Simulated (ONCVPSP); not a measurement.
# Scattering properties, ONCV potential for carbon (C)

```
Element                 : C
Generator               : ONCVPSP 4.0.1
Type                    : optimised norm-conserving Vanderbilt (ONCV)
Functional              : PBE
Relativity              : scalar-relativistic
Frozen core             : [He]
Valence charge          : 4
Reference configuration : 2s2 2p1 (charge +1)
Partial waves           : 2s: rc 1.10 bohr, ncon 4, nbas 7, qcut 5.7 1/bohr, 2 projectors, debl 3.3 Ha; 2p: rc 2.45 bohr, ncon 3, nbas 7, qcut 6.7 1/bohr, 1 projector
Local potential         : polynomial inside 0.70 bohr (lpopt 5, dvloc0 -1 Ha)
Core correction         : Teter function, fcfact 5.25, rcfact 1
```

The phase is arctan(r·R′/R) of the radial function R(r), unwrapped; energies in Ha, scanned from -2 to 5 Ha. A pole is an energy at which the radial function vanishes at the test radius. The pseudo phase is shifted by a multiple of π to meet the all-electron one at the reference energy, and phase errors are pseudo minus all-electron; the curves can meet again beyond the range given. Levels narrower than the energy grid can be missing from the lists of poles.

```csv
channel,radius (bohr),reference energy (Ha),"poles, all-electron","poles, pseudo",unbroken range about the reference energy with phases within 0.05 rad,phase error 1 Ha above the reference energy (rad)
s,1.12,-0.95,3.90,3.89,the whole range,-0.000
p,2.49,-0.62,"-0.45, 2.10","-0.44, 1.39, 3.32",below 0.1,+0.179
```

Note: no bound ghost flagged; GHOST(+) flagged for p at 40.8 eV.

Phases in the s channel:

| E (Ha) | all-electron | pseudo |
| --- | --- | --- |
| -1.98 | -0.001 | -0.002 |
| -1.62 | -0.270 | -0.270 |
| -1.26 | -0.524 | -0.524 |
| -0.90 | -0.739 | -0.739 |
| -0.54 | -0.909 | -0.909 |
| -0.18 | -1.041 | -1.041 |
| 0.18 | -1.143 | -1.143 |
| 0.54 | -1.224 | -1.224 |
| 0.90 | -1.288 | -1.289 |
| 1.26 | -1.342 | -1.342 |
| 1.62 | -1.387 | -1.387 |
| 1.98 | -1.425 | -1.425 |
| 2.34 | -1.458 | -1.458 |
| 2.70 | -1.488 | -1.488 |
| 3.06 | -1.515 | -1.515 |
| 3.42 | -1.540 | -1.540 |
| 3.78 | -1.563 | -1.564 |
| 4.14 | -1.586 | -1.586 |
| 4.50 | -1.607 | -1.608 |
| 4.86 | -1.629 | -1.630 |
